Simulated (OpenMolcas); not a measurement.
## Ar III: terms and fine structure

```
Program             : OpenMolcas 26.06
Method              : MS-RASPT2, IPEA 0.25 Eh, imaginary shift 0.1 Eh (closed shells correlated: 2s 2p)
Basis               : ANO-RCC-VQZP [6s5p3d2f1g]
Scalar Hamiltonian  : DKH2, point nucleus
Active space        : 6 electrons in 9 orbitals (RAS2 3s 3p; RAS3 3d, at most 2 electrons)
State averaging     : 2S+1 = 3 even, 3 roots; 2S+1 = 1 even, 7 roots; 2S+1 = 3 odd, 3 roots; 2S+1 = 1 odd, 3 roots
Spin-orbit coupling : RASSI with atomic mean-field integrals over the reference wave functions, term energies averaged over their components
```

Spin-free terms above the lowest, with the occupations of the reference:

```json
{"Configuration": "3s2 3p4", "Term": "3P", "E (eV)": "0.0000", "Occupations": "3s 1.97 3p 3.96 3d 0.07"}
{"Configuration": "3s2 3p4", "Term": "1D", "E (eV)": "1.690", "Occupations": "3s 1.97 3p 3.96 3d 0.07"}
{"Configuration": "3s2 3p4", "Term": "1S", "E (eV)": "4.053", "Occupations": "3s 1.92 3p 4.00 3d 0.08"}
{"Configuration": "3s 3p5", "Term": "3P*", "E (eV)": "14.402", "Occupations": "3s 1.18 3p 4.57 3d 0.25"}
```

With spin-orbit coupling, above the lowest level:

```
Configuration  Term  J  E (eV)  Measured (eV)      g  Term weight %
      3s2 3p4    3P  2  0.0000         0.0000  1.500            100
      3s2 3p4    3P  1  0.1248         0.1379  1.501            100
      3s2 3p4    3P  0  0.1778         0.1947                   100
      3s2 3p4    1D  2   1.759         1.7370  1.001            100
      3s2 3p4    1S  0   4.125         4.1244                   100
       3s 3p5   3P*  2  14.409        14.1095  1.501            100
       3s 3p5   3P*  1  14.522        14.2331  1.501            100
       3s 3p5   3P*  0  14.580        14.2988                   100
```

Against the 7 measured excited levels shown (Saloman, J. Phys. Chem. Ref. Data 39, 033101 (2010)) the mean absolute deviation is 1100 cm-1; the largest miss in energy is 3s 3p5 3P* 2: computed 14.409, measured 14.1095 eV (+2.1 %), and the largest in proportion 3s2 3p4 3P1 (-9.5 %).

Spin-orbit coupling puts the lowest level 0.0645 eV below the lowest spin-free term.

For 3P the intervals divided by the larger J are -428.0, -503.2 cm-1. Landé's interval rule makes them equal in pure LS coupling; they differ by 16 % of their mean. The multiplet is inverted.

Term energies are means over components that CASPT2 splits; among the terms shown or strongly mixed into the levels shown the widest spread is 180 cm-1 (3s2 3p4 1D). Active for correlation alone: 3d; no level in the range computed is led by a configuration that fills it, so any true level of that kind is missing. Some terms mix strongly with configurations of 3d, whose occupation reaches 0.25 (3s 3p5 3P*). Measured partners are found by configuration, term and J. A level has none where our copy of the source lacks it or the pairing is in doubt (some pairs that miss far off the trend of their configuration count as doubtful), and it then counts in no deviation. Only configurations of the active space appear. The first state left out of the spin-orbit step lies near 180000 cm-1 above the lowest spin-free state of the reference (among the parities and spins computed), and the list stops at four fifths of that energy or lower.

The term weight is that of the spin-free term in the level, not the purity of its configuration. * marks odd parity.
